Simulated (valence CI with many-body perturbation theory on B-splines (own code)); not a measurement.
**Gd⁵⁸⁺: electric-dipole lines**

Computed by relativistic CI+MBPT: four valence electrons over a frozen Dirac-Fock core [He], a basis of 11 s, 11 p, 10 d, 8 f, 5 g, 2 h functions for each j, with the one-electron correlation potential Σ1 (screened to all orders), the two-electron term Σ2, the three-electron term Σ3, Breit, model QED; selected single and double excitations, second order for the rest, scaled by the run's own slope (own B-spline code, finite nucleus).

No measured spectrum was set against this ion. As an estimate, large intervals hold to a few tenths of a per cent, small ones and those within an open d or f shell to about a per cent. Among the levels kept, up to 920 cm⁻¹ of a level comes from second order outside the variational space, and about a tenth of that is noise between levels of different J, which matters for small intervals.

Lines 201 to 250 of 551 in falling wavelength, among levels below 9798.9 eV, chosen from the strongest by gf and those to the six lowest levels. Wavelengths and rates use the calculated energies. Electric multipoles are in the length gauge, E1 and E2 with the static RPA response of the core. Weak lines are less certain than strong ones. Lines between different terms over intervals too small for the method are left out, as are lines whose strength nearly cancels. The highest levels of a list are the least certain.

Levels are named by their leading jj configuration (3d3/2^4 stands for four electrons in 3d with j = 3/2), which in mixed levels can hold well under half, so a name can repeat and another be missing. Letters in brackets count levels of one name in rising energy.

| λ vac (nm) | Upper | Lower | A (s⁻¹) | S (a.u.) |
| --- | --- | --- | --- | --- |
| 1.222 | (2p1/2 2p3/2^2 3p1/2) J=1 [b] | (2s 2p1/2 2p3/2 3p1/2) J=2 [c] | 2.88e+12 | 7.80e-03 |
| 1.222 | (2p1/2^2 2p3/2 3d3/2) J=2 | (2s 2p1/2^2 3d3/2) J=2 | 1.10e+12 | 4.97e-03 |
| 1.222 | (2s 2p1/2 2p3/2 3d3/2) J=2 [e] | (2s^2 2p1/2 3d3/2) J=1 | 1.16e+12 | 5.20e-03 |
| 1.221 | (2p1/2^2 2p3/2 3p1/2) J=2 | (2s 2p1/2^2 3p1/2) J=1 | 1.44e+12 | 6.49e-03 |
| 1.220 | (2s 2p1/2 2p3/2 3d5/2) J=2 [b] | (2s^2 2p1/2 3d5/2) J=2 | 2.33e+12 | 1.04e-02 |
| 1.220 | (2s 2p1/2 2p3/2 3d5/2) J=2 [c] | (2s^2 2p1/2 3d5/2) J=3 | 2.61e+12 | 1.17e-02 |
| 1.219 | (2s 2p1/2 2p3/2 3s) J=2 [c] | (2s^2 2p1/2 3s) J=1 | 2.71e+12 | 1.21e-02 |
| 1.219 | (2s 2p3/2^2 3d3/2) J=2 [b] | (2s^2 2p3/2 3d3/2) J=1 | 1.33e+12 | 5.95e-03 |
| 1.218 | (2s 2p1/2 2p3/2 3d5/2) J=1 [c] | (2s^2 2p1/2 3d5/2) J=2 | 3.11e+12 | 8.33e-03 |
| 1.218 | (2s 2p1/2 2p3/2 3p3/2) J=1 [c] | (2s^2 2p1/2 3p3/2) J=1 | 2.07e+12 | 5.53e-03 |
| 1.218 | (2s 2p1/2 2p3/2 3s) J=1 [c] | (2s^2 2p1/2 3s) J=0 | 2.85e+12 | 7.64e-03 |
| 1.218 | (2s 2p1/2 2p3/2 3p3/2) J=2 [e] | (2s^2 2p1/2 3p3/2) J=2 | 2.50e+12 | 1.11e-02 |
| 1.216 | (2p1/2 2p3/2^2 3p1/2) J=0 | (2s 2p1/2 2p3/2 3p1/2) J=1 [c] | 5.10e+12 | 4.53e-03 |
| 1.216 | (2p1/2 2p3/2^2 3p3/2) J=1 [c] | (2s 2p1/2 2p3/2 3p3/2) J=2 [d] | 1.77e+12 | 4.71e-03 |
| 1.215 | (2p1/2^2 2p3/2 3d3/2) J=2 | (2s 2p1/2^2 3d3/2) J=1 | 1.01e+12 | 4.48e-03 |
| 1.215 | (2p1/2^2 2p3/2 3d5/2) J=3 | (2s 2p1/2^2 3d5/2) J=2 | 9.12e+11 | 5.65e-03 |
| 1.215 | (2s 2p3/2^2 3s) J=1 [b] | (2s^2 2p3/2 3s) J=1 | 4.51e+12 | 1.20e-02 |
| 1.215 | (2s 2p3/2^2 3d5/2) J=3 [c] | (2s^2 2p3/2 3d5/2) J=2 | 1.32e+12 | 8.16e-03 |
| 1.215 | (2s 2p1/2 2p3/2 3d3/2) J=1 [c] | (2s^2 2p1/2 3d3/2) J=2 | 2.83e+12 | 7.51e-03 |
| 1.214 | (2p1/2^2 2p3/2 3d3/2) J=3 | (2s 2p1/2^2 3d3/2) J=2 | 1.89e+12 | 1.17e-02 |
| 1.213 | (2s 2p3/2^2 3s) J=1 [a] | (2s^2 2p3/2 3s) J=2 | 2.61e+12 | 6.91e-03 |
| 1.213 | (2s 2p3/2^2 3d3/2) J=1 [c] | (2s^2 2p3/2 3d3/2) J=0 | 1.74e+12 | 4.59e-03 |
| 1.212 | (2p1/2 2p3/2^2 3s) J=2 [b] | (2s 2p1/2 2p3/2 3s) J=2 [b] | 1.45e+12 | 6.39e-03 |
| 1.212 | (2s 2p3/2^2 3p1/2) J=1 [b] | (2s^2 2p3/2 3p1/2) J=2 | 2.74e+12 | 7.24e-03 |
| 1.212 | (2s 2p3/2^2 3d3/2) J=3 [b] | (2s^2 2p3/2 3d3/2) J=3 | 3.36e+12 | 2.06e-02 |
| 1.211 | (2s 2p3/2^2 3d3/2) J=1 [b] | (2s^2 2p3/2 3d3/2) J=2 | 3.06e+12 | 8.06e-03 |
| 1.211 | (2p1/2 2p3/2^2 3p3/2) J=2 [c] | (2s 2p1/2 2p3/2 3p3/2) J=3 [c] | 1.91e+12 | 8.38e-03 |
| 1.211 | (2s 2p3/2^2 3p3/2) J=3 [b] | (2s^2 2p3/2 3p3/2) J=3 | 3.75e+12 | 2.30e-02 |
| 1.211 | (2s 2p3/2^2 3p3/2) J=2 [b] | (2s^2 2p3/2 3p3/2) J=3 | 3.42e+12 | 1.50e-02 |
| 1.211 | (2s 2p3/2^2 3d5/2) J=4 [b] | (2s^2 2p3/2 3d5/2) J=4 | 3.40e+12 | 2.68e-02 |
| 1.211 | (2s 2p1/2 2p3/2 3p3/2) J=1 [d] | (2s^2 2p1/2 3p3/2) J=2 | 2.06e+12 | 5.43e-03 |
| 1.210 | (2s 2p3/2^2 3p1/2) J=2 [b] | (2s^2 2p3/2 3p1/2) J=2 | 4.41e+12 | 1.93e-02 |
| 1.210 | (2s 2p3/2^2 3p1/2) J=1 [a] | (2s^2 2p3/2 3p1/2) J=1 | 4.43e+12 | 1.16e-02 |
| 1.209 | (2p1/2 2p3/2^2 3p1/2) J=3 | (2s 2p1/2 2p3/2 3p1/2) J=3 | 1.37e+12 | 8.39e-03 |
| 1.208 | (2s 2p3/2^2 3d5/2) J=3 [b] | (2s^2 2p3/2 3d5/2) J=4 | 3.49e+12 | 2.12e-02 |
| 1.206 | (2s 2p3/2^2 3d3/2) J=2 [b] | (2s^2 2p3/2 3d3/2) J=2 | 2.09e+12 | 9.03e-03 |
| 1.206 | (2s 2p3/2^2 3d3/2) J=2 [c] | (2s^2 2p3/2 3d3/2) J=3 | 2.49e+12 | 1.08e-02 |
| 1.205 | (2s 2p1/2 2p3/2^2) J=0 | (2s^2 2p1/2 2p3/2) J=1 | 2.64e+12 | 2.28e-03 |
| 1.203 | (2p1/2 2p3/2^2 3d3/2) J=4 | (2s 2p1/2 2p3/2 3d3/2) J=4 | 1.70e+12 | 1.32e-02 |
| 1.203 | (2p1/2^2 2p3/2 3d3/2) J=1 | (2s 2p1/2^2 3d3/2) J=1 | 1.96e+12 | 5.05e-03 |
| 1.203 | (2s 2p1/2 2p3/2^2) J=1 [a] | (2s^2 2p1/2 2p3/2) J=2 | 3.14e+11 | 8.10e-04 |
| 1.203 | (2s 2p3/2^2 3s) J=2 [b] | (2s^2 2p3/2 3s) J=2 | 4.19e+12 | 1.80e-02 |
| 1.203 | (2p1/2^2 2p3/2 3d5/2) J=1 | (2s 2p1/2^2 3d5/2) J=2 | 2.36e+12 | 6.07e-03 |
| 1.202 | (2s 2p3/2^2 3d5/2) J=2 [c] | (2s^2 2p3/2 3d5/2) J=3 | 2.81e+12 | 1.20e-02 |
| 1.202 | (2s 2p3/2^2 3d5/2) J=1 [b] | (2s^2 2p3/2 3d5/2) J=2 | 3.06e+12 | 7.87e-03 |
| 1.200 | (2p1/2 2p3/2^2 3p3/2) J=4 | (2s 2p1/2 2p3/2 3p3/2) J=4 | 1.95e+12 | 1.50e-02 |
| 1.198 | (2s 2p3/2^2 3p3/2) J=1 [c] | (2s^2 2p3/2 3p3/2) J=2 | 3.33e+12 | 8.47e-03 |
| 1.197 | (2p1/2^2 2p3/2 3p3/2) J=2 | (2s 2p1/2^2 3p3/2) J=2 | 1.13e+12 | 4.78e-03 |
| 1.197 | (2p1/2 2p3/2^2 3p1/2) J=2 [b] | (2s 2p1/2 2p3/2 3p1/2) J=2 [b] | 2.18e+12 | 9.23e-03 |
| 1.196 | (2p1/2^2 2p3/2 3d5/2) J=3 | (2s 2p1/2^2 3d5/2) J=3 | 1.25e+12 | 7.42e-03 |
